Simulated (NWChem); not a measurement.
System: GeH2F2; SMILES [GeH2]([F])[F]

All runs: NWChem. Coordinates come from a PBE0/def2-SVP optimisation.

Diagonal of the polarisability tensor at B3LYP/def2-SVPD, static: 29.38, 31.46, 29.35 bohr³.

### Question
Find the mean polarisability volume, the molar refraction, and the refractive index that an ideal gas of it would have at 273.15 K and 1 atm.

### Answer

1. Mean: one third of the trace = 30.07 bohr³ × 0.14818 Å³/bohr³ = 4.46 Å³.
2. Molar refraction (Lorentz-Lorenz): (4π/3) N_A α = 11.2 cm³/mol.
3. Number density p/kT = 2.687 × 10⁻⁵ Å⁻³; n − 1 = 2π N α = 7.52 × 10⁻⁴.
4. These hold the electronic response alone: vibrational and orientational terms add to the static dielectric constant.
